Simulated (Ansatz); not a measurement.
Basis sets compared for Ge(vinyl)(NHMe)3 (C₅H₁₅GeN₃). The state is a singlet with charge 0. Geometry r2SCAN-D4/def2-SVP. Ansatz on 4 threads of Arm Neoverse V2 on a shared host; times are rough, and most runs start from earlier orbitals.

```xyz
24

Ge    0.0469   -0.1843   -0.0261
C     1.4684   -1.4702    0.2721
C     1.3962   -2.3949    1.2408
H     2.3439   -1.4600   -0.3918
H     0.5340   -2.4389    1.9177
H     2.1852   -3.1405    1.3995
N    -0.8654    0.0035    1.5588
C    -0.2159    0.5095    2.7531
H    -1.7931    0.4014    1.4237
H    -0.7936    0.2530    3.6595
H     0.7738    0.0372    2.8654
H    -0.0527    1.6081    2.7659
N    -1.3270   -0.5970   -1.1673
C    -1.0774   -0.8341   -2.5770
H    -1.9873   -1.2617   -0.7690
H    -1.9938   -0.6769   -3.1741
H    -0.3276   -0.1111   -2.9358
H    -0.6955   -1.8485   -2.8165
N     0.8419    1.2638   -0.8205
C     0.0978    2.4793   -1.0857
H     1.8111    1.4299   -0.5622
H     0.5359    3.0434   -1.9292
H    -0.9311    2.2130   -1.3772
H     0.0254    3.1760   -0.2241
```

Binding counts from free atoms (Ge triplet, C triplet, H doublet, N quartet) in the same basis, without a counterpoise term.

| level | functions | energy (Eh) | HOMO (eV) | LUMO (eV) | binding per atom (eV) | wall time |
| --- | --- | --- | --- | --- | --- | --- |
| PBE-D4/def2-SVP | 219 | -2439.5085 | -4.56 | -1.14 | 4.00 | 3.2 s |
| PBE0-D4/def2-SVP | 219 | -2439.6121 | -5.98 | -0.17 | 3.94 | 5.5 s |

Task: Estimate the rows for PBE-D4/def2-TZVP, PBE0-D4/def2-TZVP.

Result: 
| level | functions | energy (Eh) | HOMO (eV) | LUMO (eV) | binding per atom (eV) | wall time |
| --- | --- | --- | --- | --- | --- | --- |
| PBE-D4/def2-TZVP | 386 | -2440.1813 | -4.80 | -1.37 | 3.98 | 6 s |
| PBE0-D4/def2-TZVP | 386 | -2440.2757 | -6.16 | -0.39 | 3.91 | 12 s |
